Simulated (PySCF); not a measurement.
PySCF input for Zn(F)(SiH3) (FH3SiZn), SMILES [Zn]([F])[SiH3], TDA-PBE0/def2-SVPD. The structure is a stationary point at B3LYP-D3(BJ)/def2-TZVP.

```python
import numpy as np
from pyscf import gto, scf, dft, tdscf

mol = gto.M(
    atom='''
    Zn    0.00000000    0.00000000   -0.45366405
    F    -0.00000000   -0.00000000   -2.22580009
    Si   -0.00000000   -0.00000000    1.88816593
    H     1.20397987    0.69511810    2.40259981
    H    -0.00000000   -1.39023621    2.40259980
    H    -1.20397987    0.69511810    2.40259981
    ''',
    basis='def2-SVPD',
    charge=0,
    spin=0,
    symmetry=True,
    max_memory=1600,
    verbose=4,
)
mf = dft.RKS(mol, xc='pbe0').density_fit(auxbasis='def2-universal-jkfit')
mf.grids.level = 3
mf.conv_tol = 1e-9
mf.max_cycle = 100
mf.kernel()
mf.grids = dft.Grids(mol).set(level=1).build(with_non0tab=True)  # coarser grid for the response kernel
td = tdscf.TDA(mf)
td.singlet = True
td.nstates = 10
td.conv_tol = 1e-4
td.kernel(x0=td.get_init_guess(mf, 15))
td.analyze()
tt = tdscf.TDA(mf)
tt.singlet = False
tt.nstates = 4
tt.conv_tol = 1e-4
tt.kernel(x0=tt.get_init_guess(mf, 9))
tt.analyze(verbose=3)
```

Output:

```
PySCF version 2.14.0

[INPUT] verbose = 4
[INPUT] num. atoms = 6
[INPUT] num. electrons = 56
[INPUT] charge = 0
[INPUT] spin (= nelec alpha-beta = 2S) = 0
[INPUT] symmetry True subgroup None
[INPUT] Mole.unit = angstrom
[INPUT] Symbol           X                Y                Z      unit          X                Y                Z       unit  Magmom
[INPUT]  1 Zn     0.000000000000   0.000000000000  -0.453664050000 AA    0.000000000000   0.000000000000  -0.857300807061 Bohr   0.0
[INPUT]  2 F      0.000000000000   0.000000000000  -2.225800090000 AA    0.000000000000   0.000000000000  -4.206152578132 Bohr   0.0
[INPUT]  3 Si     0.000000000000   0.000000000000   1.888165930000 AA    0.000000000000   0.000000000000   3.568116485435 Bohr   0.0
[INPUT]  4 H      1.203979870000   0.695118100000   2.402599810000 AA    2.275192213789   1.313582833228   4.540255627832 Bohr   0.0
[INPUT]  5 H      0.000000000000  -1.390236210000   2.402599800000 AA    0.000000000000  -2.627165685353   4.540255608935 Bohr   0.0
[INPUT]  6 H     -1.203979870000   0.695118100000   2.402599810000 AA   -2.275192213789   1.313582833228   4.540255627832 Bohr   0.0

nuclear repulsion = 225.339882366858
point group symmetry = C3v, use subgroup Cs
symmetry origin: [ 0.00000000e+00 -3.37451099e-10  4.38686409e-09]
symmetry axis x: [ 8.66025403e-01 -5.00000001e-01 -4.39803247e-11]
symmetry axis y: [-0.00000000e+00 -8.79606491e-11  1.00000000e+00]
symmetry axis z: [-5.00000001e-01 -8.66025403e-01 -7.61761566e-11]
num. orbitals of irrep A' = 70
num. orbitals of irrep A" = 35
number of shells = 43
number of NR pGTOs = 181
number of NR cGTOs = 105
basis = def2-SVPD
ecp = {}


******** <class 'pyscf.df.df_jk.DFSymAdaptedRKS'> ********
method = DFSymAdaptedRKS
initial guess = minao
damping factor = 0
level_shift factor = 0
DIIS = <class 'pyscf.scf.diis.CDIIS'>
diis_start_cycle = 1
diis_space = 8
diis_damp = 0
SCF conv_tol = 1e-09
SCF conv_tol_grad = None
SCF max_cycles = 100
direct_scf = False
XC library pyscf.dft.libxc version 7.1.2
    S. Lehtola, C. Steigemann, M. J. T. Oliveira, and M. A. L. Marques,  SoftwareX 7, 1–5 (2018)
XC functionals = pbe0
    C. Adamo and V. Barone,  J. Chem. Phys. 110, 6158 (1999)
    M. Ernzerhof and G. E. Scuseria,  J. Chem. Phys. 110, 5029 (1999)
radial grids:
    Treutler-Ahlrichs [JCP 102, 346 (1995); DOI:10.1063/1.469408] (M4) radial grids

becke partition: Becke, JCP 88, 2547 (1988); DOI:10.1063/1.454033
pruning grids: <function nwchem_prune>
grids dens level: 3
symmetrized grids: True
atomic radii adjust function: <function treutler_atomic_radii_adjust>
small_rho_cutoff = 0
Freeze 0 electrons in irreps []
    56 free electrons in irreps A' A"
Set gradient conv threshold to 3.16228e-05
Initial guess from minao.
tot grids = 83512
******** <class 'pyscf.df.df.DF'> ********
auxbasis = def2-universal-jkfit
init E= -2169.15215854629
HOMO (A') = -0.302298994457916  LUMO (A') = -0.0615589751159682  gap/eV = 6.55087
cycle= 1 E= -2169.58961766579  delta_E= -0.437  |g|= 0.755  |ddm|= 2.48
HOMO (A') = -0.192822689147605  LUMO (A') = -0.0492170052000276  gap/eV = 3.90771
cycle= 2 E= -2169.13231370994  delta_E= 0.457  |g|= 1.79  |ddm|= 1.82
HOMO (A') = -0.31593405321015  LUMO (A') = -0.0408346218331697  gap/eV = 7.48584
cycle= 3 E= -2169.68516051548  delta_E= -0.553  |g|= 0.186  |ddm|= 1.25
HOMO (A') = -0.311803338961043  LUMO (A') = -0.0361195661216718  gap/eV = 7.50174
cycle= 4 E= -2169.68926375194  delta_E= -0.0041  |g|= 0.0899  |ddm|= 0.23
HOMO (A') = -0.312134780501111  LUMO (A') = -0.0357571122922051  gap/eV = 7.52062
cycle= 5 E= -2169.69030523764  delta_E= -0.00104  |g|= 0.00675  |ddm|= 0.0608
HOMO (A') = -0.312432397954165  LUMO (A') = -0.0360614901242124  gap/eV = 7.52044
cycle= 6 E= -2169.69031562327  delta_E= -1.04e-05  |g|= 0.00119  |ddm|= 0.00955
HOMO (A') = -0.312221073207509  LUMO (A') = -0.0358674995376168  gap/eV = 7.51996
cycle= 7 E= -2169.69031617959  delta_E= -5.56e-07  |g|= 0.000225  |ddm|= 0.00254
HOMO (A') = -0.312260742987424  LUMO (A') = -0.0358924955698389  gap/eV = 7.52036
cycle= 8 E= -2169.69031619297  delta_E= -1.34e-08  |g|= 5.95e-05  |ddm|= 0.000375
HOMO (A') = -0.312259332086731  LUMO (A') = -0.0358924772850901  gap/eV = 7.52033
cycle= 9 E= -2169.69031619358  delta_E= -6.15e-10  |g|= 8.66e-06  |ddm|= 7.71e-05
HOMO (A') = -0.312260503714129  LUMO (A') = -0.0358927458184928  gap/eV = 7.52035
Extra cycle  E= -2169.69031619358  delta_E=    0  |g|= 1.25e-05  |ddm|= 2.47e-05
converged SCF energy = -2169.69031619358
tot grids = 26568


******** <class 'pyscf.tdscf.rks.TDA'> for <class 'pyscf.df.df_jk.DFSymAdaptedRKS'> ********
nstates = 10 singlet
deg_eia_thresh = 1.000e-03
wfnsym = None
conv_tol = 0.0001
eigh lindep = 1e-12
eigh level_shift = 0
eigh max_cycle = 100


Excitation energies (eV)
[6.5758224  6.57582853 6.91845246 7.54689987 7.55950669 7.55950741
 7.59434171 7.59434887 7.90525789 7.95599733]

** Singlet excitation energies and oscillator strengths **
Excited State   1:  ???      6.57582 eV    188.55 nm  f=0.1162
      28 -> 30        0.68261
Excited State   2:  ???      6.57583 eV    188.55 nm  f=0.1162
      28 -> 29       -0.68261
Excited State   3:  ???      6.91845 eV    179.21 nm  f=0.4550
      26 -> 30       -0.13865
      27 -> 29       -0.13864
      28 -> 31       -0.66304
Excited State   4:  ???      7.54690 eV    164.28 nm  f=0.0000
      26 -> 29       -0.49585
      27 -> 30        0.49583
Excited State   5:  ???      7.55951 eV    164.01 nm  f=0.0185
      24 -> 31        0.11633
      26 -> 31       -0.68114
Excited State   6:  ???      7.55951 eV    164.01 nm  f=0.0185
      25 -> 31       -0.11633
      27 -> 31       -0.68114
Excited State   7:  ???      7.59434 eV    163.26 nm  f=0.0006
      26 -> 30       -0.48926
      27 -> 29        0.48926
Excited State   8:  ???      7.59435 eV    163.26 nm  f=0.0006
      26 -> 29        0.48925
      27 -> 30        0.48927
Excited State   9:  ???      7.90526 eV    156.84 nm  f=0.0000
      24 -> 29       -0.49444
      25 -> 30       -0.49445
Excited State  10:  ???      7.95600 eV    155.84 nm  f=0.0503
      23 -> 31        0.21849
      26 -> 30        0.34145
      27 -> 29        0.34145
      28 -> 32       -0.44969

** Transition electric dipole moments (AU) **
state          X           Y           Z        Dip. S.      Osc.
  1         0.4246      0.7355      0.0000      0.7213      0.1162
  2        -0.7355      0.4247      0.0000      0.7213      0.1162
  3        -0.0000     -0.0000     -1.6384      2.6844      0.4550
  4        -0.0000     -0.0000      0.0000      0.0000      0.0000
  5        -0.1582     -0.2740     -0.0000      0.1001      0.0185
  6        -0.2740      0.1582      0.0000      0.1001      0.0185
  7         0.0488     -0.0282      0.0000      0.0032      0.0006
  8        -0.0282     -0.0488     -0.0000      0.0032      0.0006
  9        -0.0000     -0.0000      0.0000      0.0000      0.0000
 10         0.0000      0.0000     -0.5078      0.2579      0.0503

** Transition velocity dipole moments (imaginary part, AU) **
state          X           Y           Z        Dip. S.      Osc.
  1         0.0233      0.0403      0.0000      0.0022      0.0060
  2        -0.0403      0.0233      0.0000      0.0022      0.0060
  3         0.0000     -0.0000     -0.3521      0.1240      0.3251
  4        -0.0000     -0.0000     -0.0000      0.0000      0.0000
  5        -0.0328     -0.0568     -0.0000      0.0043      0.0103
  6        -0.0568      0.0328      0.0000      0.0043      0.0103
  7         0.0031     -0.0018      0.0000      0.0000      0.0000
  8        -0.0018     -0.0031     -0.0000      0.0000      0.0000
  9        -0.0000     -0.0000      0.0000      0.0000      0.0000
 10         0.0000      0.0000     -0.0991      0.0098      0.0224

** Transition magnetic dipole moments (imaginary part, AU) **
state          X           Y           Z
  1         0.0068     -0.0039      0.0000
  2         0.0039      0.0068     -0.0000
  3         0.0000      0.0000     -0.0000
  4        -0.0000      0.0000     -0.2225
  5         0.3517     -0.2031      0.0000
  6        -0.2031     -0.3517      0.0000
  7        -0.0099     -0.0171      0.0000
  8        -0.0171      0.0099      0.0000
  9        -0.0000      0.0000     -0.7466
 10         0.0000      0.0000      0.0000


******** <class 'pyscf.tdscf.rks.TDA'> for <class 'pyscf.df.df_jk.DFSymAdaptedRKS'> ********
nstates = 4 triplet
deg_eia_thresh = 1.000e-03
wfnsym = None
conv_tol = 0.0001
eigh lindep = 1e-12
eigh level_shift = 0
eigh max_cycle = 100


Excitation energies (eV)
[5.38927636 5.38933041 5.69362153 7.21367388]

** Triplet excitation energies and oscillator strengths **
Excited State   1:  ???      5.38928 eV    230.06 nm  f=0.0000
Excited State   2:  ???      5.38933 eV    230.05 nm  f=0.0000
Excited State   3:  ???      5.69362 eV    217.76 nm  f=0.0000
Excited State   4:  ???      7.21367 eV    171.87 nm  f=0.0000
```

The calculation finished and met its thresholds.
